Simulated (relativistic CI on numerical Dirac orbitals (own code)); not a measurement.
# Hyperfine structure of Cs⁴³⁺, mass number 135

Computed by Dirac-Coulomb-Breit CI, KLI orbitals optimised for each configuration, QED by a radiative potential, unscaled Slater integrals (own radial code, finite nucleus).

Configuration list (outside the closed core [Ne]): 3s2, 3s 3p, 3p2, 3s 3d, 3d2, 3p 3d, 3p 4s, 3d 4s, 3s 4s, 3s 4p, 3s 4d, 3s 4f, 3s 5s, 3s 5p, 3s 5d, 3s 5f. Levels of other configurations are missing.

Nuclear spin I = 7/2, μ = 2.7283 μN, Q = 0.048 b (tables of Stone and Pyykkö). The electronic factors are computed for point nuclear moments, without core polarisation or the Bohr-Weisskopf and QED corrections.

| Level | E (cm⁻¹) | A (GHz) | B (GHz) |
| --- | --- | --- | --- |
| 3s 3p 3P°_1 | 790918 | 822.9 | -1.72 |
| 3s 3p 3P°_2 | 1457700 | 372.5 | 7.34 |
| 3s 3p 1P°_1 | 1678003 | -216.2 | 5.33 |
| 3p2 1D_2 | 2386408 | 151 | 6.67 |
| 3p2 3P_1 | 2394264 | -25.89 | 3.67 |
| 3s 3d 3D_1 | 2655188 | -286.1 | 0.641 |
| 3s 3d 3D_2 | 2695522 | 266.7 | 0.824 |
| 3s 3d 3D_3 | 2820046 | 228.5 | 1.69 |

Levels with J = 0, under 50 % of one LS term, or S terms without an open s electron are left out. Small factors come from cancelling terms and can be off by tens of per cent or more.

At this charge energies of transitions that change n are usually good to better than 1 %, and those within a shell (Δn = 0) to a few per cent.

(1) Give the hyperfine levels of 3s 3p 3P°_1 relative to its centre of gravity.

Answers

(1) With K = F(F + 1) − I(I + 1) − J(J + 1), E = AK/2 + B[¾K(K + 1) − I(I + 1)J(J + 1)]/[2I(2I − 1)J(2J − 1)]: F = 5/2: -3704, F = 7/2: -821.7, F = 9/2: 2880 GHz.

LS names give the leading component of a level, which can be under half, so a name can repeat, a term be missing and a line seem to break the LS rules.
